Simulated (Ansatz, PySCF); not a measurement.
This triplet lies 0.35 eV below the relaxed singlet at the level frozen-core CCSD(T)/cc-pVTZ // PBE0-D3(BJ)/def2-TZVP (Ansatz, a quantum-chemistry and plane-wave program).

```xyz
6

Si    -0.5937     0.0032    -0.0236
C      1.1619    -0.4618    -0.2262
Cl     2.6524     0.1028     0.1751
H     -1.4022    -1.0470    -0.6868
H     -0.9540     0.0802     1.4188
H     -0.8644     1.3226    -0.6574
```

Charge 0, multiplicity 3.

Give the Mulliken and meta-Löwdin atomic charges from PBE-D3(BJ)/def2-TZVP // PBE0-D3(BJ)/def2-TZVP run with PySCF 2.14.0.


| atom | Mulliken (e) | meta-Löwdin (e) |
|---|---|---|
| Si1 | 0.14 | 0.43 |
| C2 | -0.14 | -0.37 |
| Cl3 | 0.04 | 0.16 |
| H4 | -0.01 | -0.07 |
| H5 | -0.01 | -0.08 |
| H6 | -0.01 | -0.08 |
